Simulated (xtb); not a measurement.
xtb input (GFN2-xTB):

```bash
xtb mol.xyz --gfn 2 --ohess tight --chrg -1 --uhf 0
```
mol.xyz:
```
2

Se     0.04522270    -0.04755444    -0.67360813
H     -0.04385655     0.05788868     0.69804375
```

Output:

```
           -------------------------------------------------
          |                Calculation Setup                |
           -------------------------------------------------

           -------------------------------------------------
          |                 G F N 2 - x T B                 |
           -------------------------------------------------

        Reference                      10.1021/acs.jctc.8b01176
      * Hamiltonian:
        H0-scaling (s, p, d)           1.850000    2.230000    2.230000
        zeta-weighting                 0.500000
      * Dispersion:
        s8                             2.700000
        a1                             0.520000
        a2                             5.000000
        s9                             5.000000
      * Repulsion:
        kExp                           1.500000    1.000000
        rExp                           1.000000
      * Coulomb:
        alpha                          2.000000
        third order                    shell-resolved
        anisotropic                    true
        a3                             3.000000
        a5                             4.000000
        cn-shift                       1.200000
        cn-exp                         4.000000
        max-rad                        5.000000

          ...................................................
          :                      SETUP                      :
          :.................................................:
          :  # basis functions                  11          :
          :  # atomic orbitals                  10          :
          :  # shells                            4          :
          :  # electrons                         8          :
          :  max. iterations                   250          :
          :  Hamiltonian                  GFN2-xTB          :
          :  restarted?                      false          :
          :  GBSA solvation                  false          :
          :  PC potential                    false          :
          :  electronic temp.          300.0000000     K    :
          :  accuracy                    1.0000000          :
          :  -> integral cutoff          0.2500000E+02      :
          :  -> integral neglect         0.1000000E-07      :
          :  -> SCF convergence          0.1000000E-05 Eh   :
          :  -> wf. convergence          0.1000000E-03 e    :
          :  Broyden damping             0.4000000          :
          :  net charge                         -1          :
          :  unpaired electrons                  0          :
          ...................................................

 iter      E             dE          RMSdq      gap      omega  full diag
   1     -3.9487161 -0.394872E+01  0.916E+00    6.20       0.0  T
   2     -3.9491908 -0.474778E-03  0.520E+00    6.25       1.0  T
   3     -3.9494645 -0.273696E-03  0.609E-01    6.51       1.0  T
   4     -3.9494652 -0.684310E-06  0.501E-01    6.52       1.0  T
   5     -3.9494677 -0.251159E-05  0.303E-02    6.58       2.3  T
   6     -3.9494678 -0.270224E-07  0.844E-03    6.58       8.4  T
[...]
Topologies differ in total number of bonds
Writing topology from bond orders to xtbtopo.mol

molecular dipole:
                 x           y           z       tot (Debye)
 q only:       -0.131       0.144       1.975
   full:       -0.133       0.147       2.011       5.137
molecular quadrupole (traceless):
                xx          xy          yy          xz          yz          zz
 q only:        0.785       0.011       0.785       0.162      -0.158      -1.570
  q+dip:        0.649       0.009       0.650       0.136      -0.126      -1.299
   full:        0.202       0.002       0.206       0.048      -0.023      -0.408

           -------------------------------------------------
          |                Geometry Summary                 |
           -------------------------------------------------

      molecular mass/u    :       79.9673293
   center of mass at/Å    :        0.0439598      -0.0460639      -0.6542002
  moments of inertia/u·Å² :       -0.1309826E-16   0.1879457E+01   0.1879457E+01
Molecule has the following symmetry elements: (Cinf) (sigma)
It seems to be the Cinfv point group
rotational constants/cm⁻¹ :       -0.1287013E+19   0.8969417E+01   0.8969417E+01

 * 1 selected distances

     #   Z          #   Z                                           value/Å
     0   0          0   0                                         0.0000000 (max)

 * 0 distinct bonds (by element types)

   Z      Z             #   av. dist./Å        max./Å        min./Å

           -------------------------------------------------
          |               Frequency Printout                |
           -------------------------------------------------
 vibrational frequencies (cm⁻¹)
eigval :        0.00     0.00     0.00     0.00     0.00  2475.57
 reduced masses (amu)
   1:  1.99   2:  1.99   3: 77.98   4: 77.98   5: 77.98   6:  1.99
 IR intensities (km·mol⁻¹)
   1: 88.14   2: 88.14   3: 12.19   4: 12.19   5: 12.19   6:454.30
 Raman intensities (Ä⁴*amu⁻¹)
   1:  0.00   2:  0.00   3:  0.00   4:  0.00   5:  0.00   6:  0.00
 output can be read by thermo (or use thermo option).
 writing <g98.out> molden fake output.
 recommended (thermochemical) frequency scaling factor: 1.0
           -------------------------------------------------
          |             Thermodynamic Functions             |
           -------------------------------------------------

cin symmetry found (for desy threshold:  0.10E+00) used in thermo

          ...................................................
          :                      SETUP                      :
          :.................................................:
          :  # frequencies                           1      :
          :  # imaginary freq.                       0      :
          :  linear?                              true      :
          :  only rotor calc.                    false      :
          :  symmetry                              cin      :
          :  rotational number                       1      :
          :  scaling factor                  1.0000000      :
          :  rotor cutoff                   50.0000000 cm⁻¹ :
          :  imag. cutoff                  -20.0000000 cm⁻¹ :
          :.................................................:

    mode    ω/cm⁻¹     T·S(HO)/kcal·mol⁻¹    T·S(FR)/kcal·mol⁻¹   T·S(vib)
   ------------------------------------------------------------------------
   ------------------------------------------------------------------------

   temp. (K)  partition function   enthalpy   heat capacity  entropy
                                   cal/mol     cal/K/mol   cal/K/mol   J/K/mol
 298.15  VIB   1.00                    0.046      0.002      0.000
         ROT   23.1                  592.502      1.987      8.227
         INT   23.1                  592.547      1.989      8.227
         TR   0.692E+27             1481.254      4.968     39.034
         TOT                        2073.8014     6.9572    47.2613   197.7413

       T/K    H(0)-H(T)+PV         H(T)/Eh          T*S/Eh         G(T)/Eh
   ------------------------------------------------------------------------
    298.15    0.330481E-02    0.894458E-02    0.224554E-01   -0.135108E-01
   ------------------------------------------------------------------------

         :::::::::::::::::::::::::::::::::::::::::::::::::::::
         ::                  THERMODYNAMIC                  ::
         :::::::::::::::::::::::::::::::::::::::::::::::::::::
         :: total free energy          -3.951706834303 Eh   ::
         ::.................................................::
         :: total energy               -3.938196040942 Eh   ::
         :: zero point energy           0.005639768925 Eh   ::
         :: G(RRHO) w/o ZPVE           -0.019150562286 Eh   ::
         :: G(RRHO) contrib.           -0.013510793361 Eh   ::
         :::::::::::::::::::::::::::::::::::::::::::::::::::::

optimized geometry written to: xtbopt.xyz

           -------------------------------------------------
          | TOTAL ENERGY               -3.938196040942 Eh   |
          | TOTAL ENTHALPY             -3.929251459159 Eh   |
          | TOTAL FREE ENERGY          -3.951706834303 Eh   |
Note: The following floating-point exceptions are signalling: IEEE_DENORMAL
normal termination of xtb
          | GRADIENT NORM               0.000405712149 Eh/α |
          | HOMO-LUMO GAP               6.628085566613 eV   |
           -------------------------------------------------

------------------------------------------------------------------------
------------------------------------------------------------------------
 total:
 SCF:
 ANC optimizer:
 analytical hessian:
```
